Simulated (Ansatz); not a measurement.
One change: `[SeH][SiH]1BO1` becomes `S[SiH]1BO1`.

Ansatz, PBE0-D4/def2-TZVP geometries, multiplicity 1. Each molecule was computed in one conformer, which needn't be the lowest.

Scalar relativity is left out up to krypton.

| property | `[SeH][SiH]1BO1` |
| --- | --- |
| LUMO energy (ωB97M-V/def2-TZVPP) / eV | 0.70 |
| size of the dipole moment (ωB97M-V/def2-TZVPP) / D | 1.12 |
| size of the dipole moment (PBE/def2-TZVPP) / D | 0.94 |
| LUMO energy (PBE0/def2-TZVPP) / eV | -1.27 |
| HOMO energy (PBE/def2-TZVPP) / eV | -5.94 |
| ideal-gas entropy at 298 K and 1 bar (rigid rotor, harmonic PBE0-D4/def2-TZVP) / J/(mol·K) | 323 |

Task: Give the same properties after the change, and the shifts. (An estimate is asked.)

Result: The calculation gave: 
| property | `S[SiH]1BO1` | shift |
| --- | --- | --- |
| LUMO energy (ωB97M-V/def2-TZVPP) / eV | 0.76 | 0.06 |
| size of the dipole moment (ωB97M-V/def2-TZVPP) / D | 1.25 | 0.13 |
| size of the dipole moment (PBE/def2-TZVPP) / D | 1.11 | 0.17 |
| LUMO energy (PBE0/def2-TZVPP) / eV | -1.23 | 0.04 |
| HOMO energy (PBE/def2-TZVPP) / eV | -5.96 | -0.02 |
| ideal-gas entropy at 298 K and 1 bar (rigid rotor, harmonic PBE0-D4/def2-TZVP) / J/(mol·K) | 309 | -14 |

Dipoles are sizes alone; their direction can turn.

Spin–orbit coupling is left out; it splits and shifts lone-pair levels of the heavy atoms by tenths of an eV.
